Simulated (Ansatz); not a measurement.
`N[SiH2]O[SiH2]N` at its PBE0-D4/def2-TZVP geometry, where that method's forces vanish. The species carries charge 0 and has multiplicity 1.

```xyz
13

N     0.7705    2.0902    0.9754
Si    1.4340    0.9260   -0.0804
O     0.7122   -0.5431   -0.0783
Si   -0.4720   -1.4881   -0.6976
N    -1.9894   -1.3946    0.0764
H     0.9007    2.0328    1.9717
H    -0.0641    2.6005    0.7399
H     1.3319    1.4903   -1.4507
H     2.8351    0.6966    0.3401
H     0.0049   -2.8838   -0.5666
H    -0.6928   -1.0872   -2.1108
H    -2.6265   -0.6365   -0.1021
H    -2.1446   -1.8032    0.9830
```

(1) What forces (eV/Å) does B3LYP-D4/def2-TZVPP give on these atoms in Ansatz 0.2.0? (Best estimate.)

## Answers

(1) Ansatz gave: 
```
N1  -0.042  0.042  0.049
Si2  0.226  0.051 -0.126
O3   0.011 -0.015  0.028
Si4  0.042 -0.181 -0.185
N5  -0.062  0.017  0.043
H6  -0.016  0.024  0.015
H7  -0.010  0.021  0.025
H8   0.010 -0.037  0.085
H9  -0.085  0.019 -0.033
H10 -0.033  0.086 -0.018
H11  0.017 -0.030  0.088
H12 -0.028 -0.002  0.018
H13 -0.030  0.006  0.011
```

B3LYP here is the variant with VWN-RPA as its local correlation; programs differ in this.
